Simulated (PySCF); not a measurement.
Choosing a molecule for a target property.

Species are written as SMILES; each is one conformer at its optimised geometry, gas phase, non-relativistic unless stated. Electronic properties by PySCF.

The conformers computed, where there is a choice (atom-mapped SMILES and torsion angles):
- `[CH2:1]=[C:2]([CH2:3][SiH3:4])[C:5]([F:6])[CH:7]([F:8])[F:9]`: C1–C2–C3–Si4 95°, C1–C2–C5–F6 180°, C2–C5–C7–F8 -58°
- `[CH3:1][O:2][SiH2:3][O:4][CH2:5][C:6]([Cl:7])[Cl:8]`: C1–O2–Si3–O4 -179°, O2–Si3–O4–C5 -179°, Si3–O4–C5–C6 180°, O4–C5–C6–Cl7 45°
- `[CH2:1]=[C:2]([S+:3][CH3:4])[C:5]([F:6])([F:7])[F:8]`: C1–C2–S3–C4 179°, C1–C2–C5–F6 0°
- `[CH3:1]/[CH:2]=[C:3]\[Si@@H:4]([CH2:5][F:6])[CH:7]([F:8])[F:9]`: C2–C3–Si4–C5 91°, C3–Si4–C5–F6 -65°, C3–Si4–C7–F8 78°

Question: Wanted: isotropic g value below 2.003 (unrestricted B3LYP/pcH-1, mean-field spin–orbit) and smallest rotational constant above 1.4 GHz (GFN2-xTB), at GFN2-xTB geometries. Which candidate meets both?
A. `FC(C(=C)[S+]C)(F)F` [radical]
B. `[C](C(C[SiH3])=C)(F)C(F)F` [radical]
C. `C/C=[C]\[Si@@H](CF)C(F)F` [radical]
D. `[SiH2]C(Cl)Cl` [radical]
E. `Cl[C](Cl)CO[SiH2]OC` [radical]

Answer: D. Computed values:
```csv
species,isotropic g value,smallest rotational constant
[SiH2]C(Cl)Cl [radical],2.00177,1.681 GHz
C/C=[C]\[Si@@H](CF)C(F)F [radical],2.00223,0.571 GHz
[C](C(C[SiH3])=C)(F)C(F)F [radical],2.00332,0.714 GHz
Cl[C](Cl)CO[SiH2]OC [radical],2.00819,0.406 GHz
FC(C(=C)[S+]C)(F)F [radical],2.01131,1.127 GHz
```
